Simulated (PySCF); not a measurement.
**MoCl₄ + Br₂ → MoBr₂ + 2 Cl₂**

Level: B3LYP in the def2-TZVP basis family, computed in PySCF with density fitting; scalar-relativistic core potentials for atoms from Rb on, none lighter, no spin–orbit coupling; open shells unrestricted.

| species | state and structure | E (Eh) | ZPE (kJ/mol) | H(298 K) − H(0) (kJ/mol) | S° (J/(mol K)) |
| --- | --- | --- | --- | --- | --- |
| MoCl₄ | triplet, Td, Mo–Cl 2.249 Å (×4) | -1909.34386 | 12.9 | 22.7 | 378.7 |
| Br₂ | singlet, D∞h, Br–Br 2.316 Å | -5148.35943 | 1.9 | 9.7 | 245.5 |
| MoBr₂ | quintet, C2v, Mo–Br 2.429 Å (×2); Br–Mo–Br 132.2° | -5216.65380 | 3.6 | 14.5 | 340.6 |
| Cl₂ | singlet, D∞h, Cl–Cl 2.014 Å | -920.42200 | 3.2 | 9.2 | 223.0 |

(1) What is the electronic reaction energy?

(2) Add zero-point, thermal and entropy terms for 298.15 K and 1 bar.

## Answers

(1) At B3LYP/def2-TZVP, ΔE = 539.5 kJ/mol from the differences of the total energies times 2625.5, uphill. 

(2) ΔZPE = -4.8 and Δ[H(298) − H(0)] = 0.5 kJ/mol give ΔH° = 535.2 kJ/mol. ΔS° = 162.4 J/(mol K), so ΔG° = 535.2 − 298.15 × (0.1624) = 487 kJ/mol.

Open d or f shells are single determinants, so the state found may not be the ground state. The structures come from searches over a few start shapes, so lower isomers are not excluded.
